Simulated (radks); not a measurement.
Charge is removed step by step from the 5p (averaged over the sub-levels emptied) level of the hafnium ion Hf3+, starting from [Xe] 4f14 5d1. All-electron calculation, Dirac Kohn-Sham, LDA (Slater exchange, Perdew-Wang correlation), spin-unpolarised, spherical densities, point nucleus; open shells are shared between the two j in proportion to 2j + 1. Program: a radial shooting solver on a logarithmic mesh with Libxc functionals.

removed (e)  E - E(0) (eV)  eigenvalue (eV)  E minus straight line (eV)
0                    0.000          -63.174                       0.000
0.1                  6.393          -64.682                      -0.691
0.2                 12.937          -66.199                      -1.231
0.3                 19.633          -67.725                      -1.618
0.4                 26.482          -69.260                      -1.853
0.5                 33.485          -70.803                      -1.933
0.6                 40.643          -72.354                      -1.859
0.7                 47.956          -73.913                      -1.630
0.8                 55.426          -75.480                      -1.244
0.9                 63.052          -77.055                      -0.701
1                   70.837          -78.638                       0.000

Removing the whole electron costs 70.837 eV by Delta-SCF, against 63.174 eV from minus the eigenvalue at the starting occupation. Slater's transition state (half an electron removed) gives 70.803 eV. Integrating minus the eigenvalue over the occupation (Janak's theorem) gives 70.837 eV. The mean slope of the eigenvalue, de/dn, is 15.5 eV per electron.
